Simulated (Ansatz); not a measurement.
C2H3F2NSi can be A, `CC1=N[Si]1(F)F`, or B, `C=C=N[SiH](F)F`.

Isolated molecules relaxed with PBE0-D4/def2-TZVP in Ansatz; ΔE leaves out vibrations. CCSD(T)/CBS adds triple-zeta CCSD(T) − MP2 to the extrapolated MP2 energy (def2 sets, frozen cores). DFT in def2-TZVPP. B3LYP here is the variant with VWN-RPA as its local correlation; programs differ in this. One conformer a species, not always the lowest.

Which isomer does CCSD(T)/CBS put lower? Give the gap. (Estimate.)

Computed: B, by 79.0 kJ/mol.

Give E(B) − E(A) in kJ/mol with ωB97M-V, PBE-D4, CCSD/def2-TZVPP, B3LYP, PBE0-D4, B3LYP-D4, CCSD(T)/def2-TZVPP. (Estimate.)

Ansatz gave: ωB97M-V -81.5, PBE-D4 -82.3, CCSD/def2-TZVPP -82.3, B3LYP -103.6, PBE0-D4 -78.8, B3LYP-D4 -101.9, CCSD(T)/def2-TZVPP -80.4. None reverses the order clearly.

Largest T1 diagnostic: 0.014.

In def2-TZVPP, CCSD(T) changes the Hartree–Fock value by +29.3 kJ/mol (the triples alone add +1.9 kJ/mol) and MP2 by +30.3 kJ/mol. From PBE to PBE0 (25 % exact exchange), in def2-TZVPP and without D4, E(B) − E(A) moves by +3.7 kJ/mol.
